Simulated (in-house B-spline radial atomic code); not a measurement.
Cs. Computed with a B-spline radial atomic code. Model: non-relativistic spherical atom: semilocal Troullier-Martins pseudo-atom, one channel per l, against all electrons, high spin, G0W0 and RPA with empty states to l = 8, local potential for every l without a channel, a model core (radius 0 = none) keeps its share of the functional.

Without relativity these are model numbers for so heavy an element.

What the tables leave out is listed at the end.

The pseudopotential gives back the lowest level of each angular momentum of its own functional in the configuration it was made in; a second state of the same l is only approximately right. Exact exchange, RPA and GW see the smooth pseudo-orbitals and miss the exchange with the core, for which the functional's share stands in. The column with an uncorrelated core keeps all orbitals and exact exchange, and so separates missing core correlation from pseudisation. Only the three outermost levels and the lowest empty one were computed. RPA here is direct RPA, with no exchange kernel, and its energies carry an (l + 1/2)⁻⁴ tail. A hybrid on a potential with a model core restores only its own semilocal share of the core's exchange.

Command:
```bash
python run_psgw.py task.json out
```
Settings (lengths in bohr, energies in hartree):
```
Z                      55
electrons              55
configuration          [Xe] 6s1
generated_in           [Xe] 6s1
functional             pbe,pbe
core_shells            8
radius_factor          1.3
core_correction        True
ion_configuration      [Kr] 4d10 5s2 5p6
```

Run time, properties included: 96 s on 1 thread of Arm Neoverse N1 (shared host).

Given: made with PBE; model core radius 0.537 bohr; local radius 1.152 bohr; mean-field start PBE0.

Valence shells of the generating configuration: 4d, 5s, 5p, 6s.

Channel: s 2.092, p 2.351, d 0.94 (radii in bohr).

Computed: largest level miss in the spin-unpolarised generating configuration 0.036 eV; valence RPA correlation energy pseudo -1.3228 hartree; all-electron RPA polarisability, core included 213.45 bohr³; pseudo-atom RPA polarisability 208.95 bohr³; ionisation by mean-field pseudo minus all 0.046 eV; ionisation by RPA all-electron 4.0454 eV; ionisation by RPA pseudo minus all 0.055 eV.

```json
{"level": "6s up", "occupied": "1", "mean-field all-electron (eV)": "-2.5736", "mean-field pseudo minus all (eV)": "-0.034", "G0W0 all-electron (eV)": "-3.9872", "G0W0 uncorrelated core minus all (eV)": "0.004", "G0W0 pseudo minus all (eV)": "-0.074", "exchange self-energy all-electron (eV)": "-4.9611", "exchange self-energy pseudo (eV)": "-4.925"}
{"level": "6s down (empty)", "occupied": "0", "mean-field all-electron (eV)": "-1.0097", "mean-field pseudo minus all (eV)": "-0.025", "G0W0 all-electron (eV)": "-0.45413", "G0W0 uncorrelated core minus all (eV)": "0.005", "G0W0 pseudo minus all (eV)": "-0.049", "exchange self-energy all-electron (eV)": "-0.84512", "exchange self-energy pseudo (eV)": "-0.77142"}
```

**Question.** What is the ionisation by mean-field all-electron?

**Answer.** 3.751 eV.

**Question.** What is the valence RPA correlation energy all-electron orbitals?

**Answer.** -1.0904 hartree.

Among the listed levels the largest G0W0 shift of the pseudo-atom is -0.07 eV, for 6s up on the PBE0 start, while leaving the core uncorrelated moves that level by +0.00 eV. The rest, -0.08 eV, comes from pseudisation and the lost core exchange. Not in the tables (levels of low weight, unsolved or above zero; the highest and the empty levels are kept at any weight): on PBE, a start not tabulated, the G0W0 levels 6s up (pseudo minus all -0.09 eV, weights 0.56 and 0.58), 5p down (pseudo minus all -0.95 eV, weights 0.13 and 0.10), 5p up (pseudo minus all -0.93 eV, weights 0.12 and 0.16), 6s down (pseudo minus all -0.07 eV, weights 0.69 and 0.68); on PBE0 the G0W0 levels 5p down (pseudo minus all -0.78 eV, weights 0.05 and 0.37), 5p up (pseudo minus all -0.78 eV, weights 0.05 and 0.37); no Hartree-Fock pseudo-atom is run with a model core.
